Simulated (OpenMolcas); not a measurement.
**Multiplet structure of Fe⁺**

| Property | Result |
| --- | --- |
| Program | OpenMolcas 26.06 |
| Method | SS-CASPT2, IPEA 0.25 Eh, imaginary shift 0.1 Eh (closed shells correlated: 3s 3p) |
| Basis | ANO-RCC-VTZP [6s5p3d2f1g] |
| Scalar Hamiltonian | DKH2, point nucleus |
| Active space | 7 electrons in 6 orbitals (3d 4s) |
| State averaging | 2S+1 = 6 even, 6 roots; 2S+1 = 4 even, 40 roots kept (CI in the orbitals of an earlier block); 2S+1 = 2 even, 58 roots kept (CI in the orbitals of an earlier block) |
| Spin-orbit coupling | RASSI with atomic mean-field integrals over the reference wave functions, term energies averaged over their components |

Spin-free terms above the lowest, with the occupations of the reference:

```
Configuration   Term  E (cm-1)      Occupations
       3d6 4s     6D       0.0  3d 6.00 4s 1.00
       3d6 4s  4D(1)      7620  3d 6.00 4s 1.00
      3d5 4s2     6S     17210  3d 5.00 4s 2.00
       3d6 4s     4P     21420  3d 6.00 4s 1.00
       3d6 4s     4H     21950  3d 6.00 4s 1.00
       3d6 4s     4F     23170  3d 6.00 4s 1.00
       3d6 4s     2P     26090  3d 6.00 4s 1.00
       3d6 4s     4G     26300  3d 6.00 4s 1.00
       3d6 4s     2H     26580  3d 6.00 4s 1.00
       3d6 4s     2F     27930  3d 6.00 4s 1.00
       3d6 4s  2G(1)     30960  3d 6.00 4s 1.00
       3d6 4s  4D(2)     32160  3d 6.00 4s 1.00
       3d6 4s     2I     33930  3d 6.00 4s 1.00
       3d6 4s  2G(2)     34610  3d 6.00 4s 1.00
```

With spin-orbit coupling, above the lowest level:

```json
{"Configuration": "3d6 4s", "Term": "6D", "J": "9/2", "E (cm-1)": "0.0", "Measured (cm-1)": "0.0", "g": "1.557", "Term weight %": "100"}
{"Configuration": "3d6 4s", "Term": "6D", "J": "7/2", "E (cm-1)": "389", "Measured (cm-1)": "385", "g": "1.588", "Term weight %": "100"}
{"Configuration": "3d6 4s", "Term": "6D", "J": "5/2", "E (cm-1)": "681", "Measured (cm-1)": "668", "g": "1.658", "Term weight %": "100"}
{"Configuration": "3d6 4s", "Term": "6D", "J": "3/2", "E (cm-1)": "884", "Measured (cm-1)": "863", "g": "1.868", "Term weight %": "100"}
{"Configuration": "3d6 4s", "Term": "6D", "J": "1/2", "E (cm-1)": "1004", "Measured (cm-1)": "977", "g": "3.337", "Term weight %": "100"}
{"Configuration": "3d6 4s", "Term": "4D(1)", "J": "7/2", "E (cm-1)": "7660", "Measured (cm-1)": "7955", "g": "1.429", "Term weight %": "100"}
{"Configuration": "3d6 4s", "Term": "4D(1)", "J": "5/2", "E (cm-1)": "8120", "Measured (cm-1)": "8392", "g": "1.372", "Term weight %": "100"}
{"Configuration": "3d6 4s", "Term": "4D(1)", "J": "3/2", "E (cm-1)": "8420", "Measured (cm-1)": "8680", "g": "1.201", "Term weight %": "100"}
{"Configuration": "3d6 4s", "Term": "4D(1)", "J": "1/2", "E (cm-1)": "8600", "Measured (cm-1)": "8847", "g": "-0.001", "Term weight %": "100"}
{"Configuration": "3d5 4s2", "Term": "6S", "J": "5/2", "E (cm-1)": "17660", "Measured (cm-1)": "23318", "g": "2.002", "Term weight %": "100"}
{"Configuration": "3d6 4s", "Term": "4P", "J": "5/2", "E (cm-1)": "21240", "Measured (cm-1)": "", "g": "1.601", "Term weight %": "100"}
{"Configuration": "3d6 4s", "Term": "4H", "J": "13/2", "E (cm-1)": "22170", "Measured (cm-1)": "21252", "g": "1.231", "Term weight %": "100"}
{"Configuration": "3d6 4s", "Term": "4P", "J": "3/2", "E (cm-1)": "22240", "Measured (cm-1)": "", "g": "1.728", "Term weight %": "98"}
{"Configuration": "3d6 4s", "Term": "4H", "J": "11/2", "E (cm-1)": "22320", "Measured (cm-1)": "21430", "g": "1.134", "Term weight %": "99"}
{"Configuration": "3d6 4s", "Term": "4H", "J": "9/2", "E (cm-1)": "22450", "Measured (cm-1)": "21582", "g": "0.975", "Term weight %": "98"}
{"Configuration": "3d6 4s", "Term": "4H", "J": "7/2", "E (cm-1)": "22570", "Measured (cm-1)": "21712", "g": "0.672", "Term weight %": "98"}
{"Configuration": "3d6 4s", "Term": "4P", "J": "1/2", "E (cm-1)": "22870", "Measured (cm-1)": "", "g": "2.661", "Term weight %": "99"}
{"Configuration": "3d6 4s", "Term": "4F", "J": "9/2", "E (cm-1)": "23390", "Measured (cm-1)": "", "g": "1.327", "Term weight %": "97"}
{"Configuration": "3d6 4s", "Term": "4F", "J": "7/2", "E (cm-1)": "23550", "Measured (cm-1)": "", "g": "1.231", "Term weight %": "97"}
{"Configuration": "3d6 4s", "Term": "4F", "J": "5/2", "E (cm-1)": "23690", "Measured (cm-1)": "", "g": "1.023", "Term weight %": "99"}
{"Configuration": "3d6 4s", "Term": "4F", "J": "3/2", "E (cm-1)": "23800", "Measured (cm-1)": "", "g": "0.399", "Term weight %": "100"}
{"Configuration": "3d6 4s", "Term": "2P", "J": "3/2", "E (cm-1)": "26180", "Measured (cm-1)": "", "g": "1.339", "Term weight %": "98"}
{"Configuration": "3d6 4s", "Term": "4G", "J": "11/2", "E (cm-1)": "26380", "Measured (cm-1)": "25429", "g": "1.228", "Term weight %": "75"}
{"Configuration": "3d6 4s", "Term": "4G", "J": "9/2", "E (cm-1)": "26790", "Measured (cm-1)": "25805", "g": "1.139", "Term weight %": "84"}
{"Configuration": "3d6 4s", "Term": "4G", "J": "7/2", "E (cm-1)": "26980", "Measured (cm-1)": "25982", "g": "0.991", "Term weight %": "94"}
{"Configuration": "3d6 4s", "Term": "2H", "J": "11/2", "E (cm-1)": "27030", "Measured (cm-1)": "26170", "g": "1.135", "Term weight %": "75"}
{"Configuration": "3d6 4s", "Term": "4G", "J": "5/2", "E (cm-1)": "27040", "Measured (cm-1)": "26055", "g": "0.589", "Term weight %": "94"}
{"Configuration": "3d6 4s", "Term": "2H", "J": "9/2", "E (cm-1)": "27170", "Measured (cm-1)": "26353", "g": "0.947", "Term weight %": "85"}
{"Configuration": "3d6 4s", "Term": "2P", "J": "1/2", "E (cm-1)": "27370", "Measured (cm-1)": "", "g": "0.674", "Term weight %": "99"}
{"Configuration": "3d6 4s", "Term": "2F", "J": "7/2", "E (cm-1)": "28220", "Measured (cm-1)": "", "g": "1.132", "Term weight %": "94"}
{"Configuration": "3d6 4s", "Term": "2F", "J": "5/2", "E (cm-1)": "28570", "Measured (cm-1)": "", "g": "0.844", "Term weight %": "96"}
{"Configuration": "3d6 4s", "Term": "2G(1)", "J": "9/2", "E (cm-1)": "31310", "Measured (cm-1)": "", "g": "1.109", "Term weight %": "98"}
{"Configuration": "3d6 4s", "Term": "2G(1)", "J": "7/2", "E (cm-1)": "31700", "Measured (cm-1)": "", "g": "0.894", "Term weight %": "98"}
{"Configuration": "3d6 4s", "Term": "4D(2)", "J": "1/2", "E (cm-1)": "32520", "Measured (cm-1)": "31368", "g": "0.001", "Term weight %": "100"}
{"Configuration": "3d6 4s", "Term": "4D(2)", "J": "3/2", "E (cm-1)": "32560", "Measured (cm-1)": "31364", "g": "1.201", "Term weight %": "100"}
{"Configuration": "3d6 4s", "Term": "4D(2)", "J": "5/2", "E (cm-1)": "32620", "Measured (cm-1)": "31388", "g": "1.373", "Term weight %": "100"}
{"Configuration": "3d6 4s", "Term": "4D(2)", "J": "7/2", "E (cm-1)": "32690", "Measured (cm-1)": "31483", "g": "1.429", "Term weight %": "100"}
{"Configuration": "3d6 4s", "Term": "2I", "J": "13/2", "E (cm-1)": "34400", "Measured (cm-1)": "32876", "g": "1.077", "Term weight %": "100"}
{"Configuration": "3d6 4s", "Term": "2I", "J": "11/2", "E (cm-1)": "34410", "Measured (cm-1)": "32910", "g": "0.924", "Term weight %": "100"}
{"Configuration": "3d6 4s", "Term": "2G(2)", "J": "9/2", "E (cm-1)": "35160", "Measured (cm-1)": "", "g": "1.111", "Term weight %": "99"}
```

Against the 25 measured excited levels shown (NIST Handbook of Basic Atomic Spectroscopic Data) the mean absolute deviation is 950 cm-1; the largest miss in energy is 3d5 4s2 6S 5/2: computed 17660, measured 23318 cm-1 (-24.3 %).

Spin-orbit coupling puts the lowest level 451 cm-1 below the lowest spin-free term.

For 6D the intervals divided by the larger J are -80.1, -81.2, -83.2, -86.5 cm-1. Landé's interval rule makes them equal in pure LS coupling; they differ by 8 % of their mean. The multiplet is inverted.

CASPT2 does not keep the components of a term degenerate, so their means are used; among the terms shown or strongly mixed into the levels shown the widest spread is 180 cm-1 (3d6 4s 2I). Over all roots computed the reference weight is 0.88 to 0.94; the roots of lowest weight are the least certain, and an intruder state may touch them. Some levels mix across a computed gap that differs much from the measured one, so their mixing is not that of the real levels. Terms from blocks run as CI alone lack orbitals of their own. A single d shell beside an s shell can misplace configurations of different d count against each other. No level of 3d7 was computed, though it lies in the active space. Computed and measured levels are paired by configuration, term and J; levels that our copy of the source lacks, or whose pairing is in doubt (as where it misses far off the trend of its configuration), stay unpaired and out of the deviations. Only configurations of the active space appear. The first state left out of the spin-orbit step lies near 45000 cm-1 above the lowest spin-free state of the reference (among the parities and spins computed), and the list stops at four fifths of that energy or lower. The table shows the lowest 40 of 41 levels.

The term weight is that of the spin-free term in the level, not the purity of its configuration. A number in round brackets counts repeated terms of one configuration in the order of the reference energies.
